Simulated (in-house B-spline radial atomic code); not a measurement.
Whole-atom quantities along the 52-electron series, configuration [Kr] 4d10 4f6. Computed with a B-spline radial code for spherical atoms: non-relativistic Hartree-Fock, average of the configuration, point nuclei.

This level leaves out relativity, spin-orbit splitting included, which matters for heavy ions.

```
  ion   Z  E/Z² (Eh)  Σ<r²> (bohr²)  n(0)/Z³ (bohr⁻³)  Lamb diamagnetic shielding (ppm)  repulsion over attraction
Er16+  68    -2.6845         9.5652           0.71308                           7520.47                    0.13828
Tm17+  69     -2.697          9.037            0.7135                           7654.35                    0.13689
Yb18+  70    -2.7093         8.5566           0.71392                           7788.16                    0.13551
Lu19+  71    -2.7213         8.1177           0.71432                           7921.92                    0.13414
Hf20+  72    -2.7331          7.715           0.71472                           8055.62                    0.13279
Ta21+  73    -2.7446         7.3442           0.71511                           8189.29                    0.13146
 W22+  74    -2.7558         7.0017            0.7155                           8322.92                    0.13014
Re23+  75    -2.7669         6.6844           0.71587                           8456.51                    0.12884
Os24+  76    -2.7777         6.3897           0.71624                           8590.07                    0.12756
Ir25+  77    -2.7882         6.1153           0.71659                            8723.6                     0.1263
Pt26+  78    -2.7986         5.8593           0.71695                           8857.11                    0.12505
Au27+  79    -2.8087         5.6199           0.71729                           8990.59                    0.12383
Hg28+  80    -2.8187         5.3957           0.71763                           9124.06                    0.12262
Tl29+  81    -2.8284         5.1853           0.71796                            9257.5                    0.12143
Pb30+  82     -2.838         4.9876           0.71828                           9390.93                    0.12025
```

Q: With what power of Z does the column «Σ<r²> (bohr²)» change over this range?

A: A fit of the logarithm of its size against log Z from Z = 68 to 82 has slope -3.46. Unscreened non-relativistic hydrogenic orbitals would give -2.
